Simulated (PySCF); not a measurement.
One of the candidates below gave these computed data.

All candidates are C6H7N.

* Rotational structure: rotational constants A, B, C: 7.248, 1.281, 1.158 GHz [GFN2-xTB]
* Triplet: lowest triplet excitation (Tamm–Dancoff): 3.74 eV [TDA CAM-B3LYP/def2-SVPD]
* Polarisability: 77.7 au [CAM-B3LYP/def2-SVPD]
* NMR, other nuclei: isotropic shieldings of nuclei other than C and H, by class: -59 (1 N) ppm [GIAO PBE0/pcSseg-1]
* 13C NMR: chemical shifts (computed TMS as zero) by class: 163.7 (1 C), 142.8 (1 C), 125.6 (1 C), 120.7 (1 C), 105.7 (1 C), 44.0 (1 C) ppm [GIAO PBE0/pcSseg-1]
* UV, first state: lowest singlet excitation: 6.00 eV (207 nm, f = 0.377) [TDDFT CAM-B3LYP/def2-SVPD]

The electronic properties come from PySCF, for the isolated species, density fitting. Levels stand in brackets. Geometry: GFN2-xTB, one conformer, isolated molecule. NMR values are class means; diastereotopic atoms form classes of their own.

Question: Which candidate is it?
A. `C#CC1CC(=N)C1`
B. `C=C1CC[C@H]1C#N`
C. `C#C/C(C=C)=N\C`
D. `C=CC/C=C\C#N`

Answer: D. It is `C=CC/C=C\C#N`. Numbering: `[CH2:1]=[CH:2][CH2:3]/[CH:4]=[CH:5]\[C:6]#[N:7]`. Its formula, C6H7N, gives 4 degrees of unsaturation: 0 rings and 4 π bonds in the structure found. 6 carbons fall into 6 classes; from least to most shielded: alkene CH carbon [C4] (163.7 ppm), alkene CH carbon [C2] (142.8 ppm), terminal =CH2 carbon [C1] (125.6 ppm), nitrile carbon [C6] (120.7 ppm), alkene CH carbon [C5] (105.7 ppm), allylic carbon [C3] (44.0 ppm). The other shieldings belong to: -59 ppm, nitrile nitrogen [N7]. S1 is mainly HOMO→LUMO (weight 0.92); the largest Löwdin shares of the orbital it empties are 0.21 on the terminal =CH2 carbon, 0.20 on an alkene CH carbon, 0.15 on an alkene CH carbon and 0.14 on an alkene CH carbon, of the orbital it fills 0.28 on an alkene CH carbon, 0.21 on an alkene CH carbon, 0.14 on the nitrile nitrogen and 0.12 on the nitrile carbon. The optimised geometry has point group C1 and is an asymmetric top.

The others, at the same levels:
- `C#C/C(C=C)=N\C` fails: its computed 13C shifts are 159.6 (1 C), 149.4 (1 C), 131.8 (1 C), 98.3 (1 C), 77.3 (1 C), 43.8 (1 C) ppm, rotational constant A is 3.881 GHz (against 7.248 GHz) and smallest rotational constant is 1.462 GHz (against 1.158 GHz).
- `C=C1CC[C@H]1C#N` fails: its computed 13C shifts are 151.4 (1 C), 125.1 (1 C), 121.0 (1 C), 30.6 (1 C), 29.1 (1 C), 22.8 (1 C) ppm, rotational constant A is 4.237 GHz (against 7.248 GHz) and smallest rotational constant is 1.718 GHz (against 1.158 GHz).
- `C#CC1CC(=N)C1` fails: its computed 13C shifts are 180.6 (1 C), 93.1 (1 C), 76.0 (1 C), 48.7 (1 C), 48.6 (1 C), 15.4 (1 C) ppm, rotational constant A is 7.965 GHz (against 7.248 GHz) and smallest rotational constant is 1.513 GHz (against 1.158 GHz).

Each candidate is one conformer, not necessarily the lowest. The conformers computed, where there is a choice (atom-mapped SMILES and torsion angles):
- `[CH2:1]=[CH:2][CH2:3]/[CH:4]=[CH:5]\[C:6]#[N:7]`: C1–C2–C3–C4 113°, C2–C3–C4–C5 116°
- `[CH:1]#[C:2]/[C:3]([CH:4]=[CH2:5])=[N:6]\[CH3:7]`: C2–C3–C4–C5 0°
